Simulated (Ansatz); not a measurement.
Consider the cleavage of the Si–Ge bond: `O[SiH2][GeH2][SH]` + `S[SiH](Cl)Cl` → `O[SiH2]S[SiH](Cl)Cl` + `[SH][GeH3]`.

Isolated molecules relaxed with PBE0-D4/def2-TZVP in Ansatz; ΔE leaves out vibrations. CCSD(T)/CBS is the MP2 limit (def2-TZVPP, def2-QZVPP) plus CCSD(T) − MP2 in def2-TZVPP, frozen cores. Functionals use def2-TZVPP. B3LYP here is the variant with VWN-RPA as its local correlation; programs differ in this. For Ge outer-core shells are correlated without core-valence functions, which leaves a few kJ/mol of doubt a bond. Scalar relativity is left out up to krypton. One conformer a species, not always the lowest.

`O[SiH2][GeH2][SH]`:

Z-matrix (Å, degrees):
```
Si
Ge 1 2.380
O 1 1.648 2 106.6
H 1 1.492 2 108.9 3 -120.5
H 1 1.492 2 110.7 3 121.7
S 2 2.233 1 109.9 3 69.4
H 2 1.536 1 113.0 3 -46.3
H 2 1.542 1 111.2 3 -169.1
H 3 0.958 1 118.2 2 -170.0
H 6 1.343 2 94.5 1 54.4
```

`S[SiH](Cl)Cl`:

Cartesian coordinates in Å:
```
S -1.271 -1.154 0.162
Si 0.147 0.377 -0.172
Cl -0.933 2.049 -0.598
Cl 1.320 0.702 1.467
H -0.321 -2.067 0.438
H 1.058 0.092 -1.296
```

`O[SiH2]S[SiH](Cl)Cl`:

Z-matrix (Å, degrees):
```
Si
S 1 2.156
O 1 1.633 2 112.9
H 1 1.486 2 106.7 3 -123.6
H 1 1.475 2 106.1 3 116.5
Si 2 2.103 1 96.4 3 88.5
H 3 0.960 1 116.9 2 -60.0
Cl 6 2.060 2 111.2 1 -53.7
Cl 6 2.035 2 108.1 1 -173.0
H 6 1.473 2 113.6 1 66.0
```

`[SH][GeH3]`:

Z-matrix (Å, degrees):
```
Ge
S 1 2.224
H 1 1.536 2 110.4
H 1 1.533 2 104.8 3 119.2
H 1 1.536 2 110.4 3 -121.7
H 2 1.343 1 94.6 3 60.6
```

| level | ΔE (kJ/mol) | difference from CCSD(T)/CBS |
| --- | --- | --- |
| PBE-D4 | -66.2 | 5.1 |
| PBE0-D4 | -69.0 | 2.3 |
| B3LYP-D4 | -68.5 | 2.8 |
| B2PLYP | -67.9 | 3.4 |
| r2SCAN | -71.2 | 0.1 |
| PBE0 | -64.9 | 6.4 |
| MP2/def2-TZVPP | -77.8 | -6.5 |
| CCSD/def2-TZVPP | -67.1 | 4.2 |
| CCSD(T)/def2-TZVPP | -69.6 | 1.7 |
| MP2/def2-QZVPP | -79.1 | -7.8 |
| CCSD(T)/CBS | -71.3 | 0 |

Largest T1 diagnostic among the species: 0.012.

From PBE to PBE0 (25 % exact exchange), in def2-TZVPP and without D4, ΔE moves by −3.4 kJ/mol. The D4 term adds −7.7 kJ/mol with B3LYP and −4.1 kJ/mol with PBE0; it sums over pairs of atoms, weighted by their polarisabilities, and B3LYP, whose exchange is more repulsive, gets the larger term.
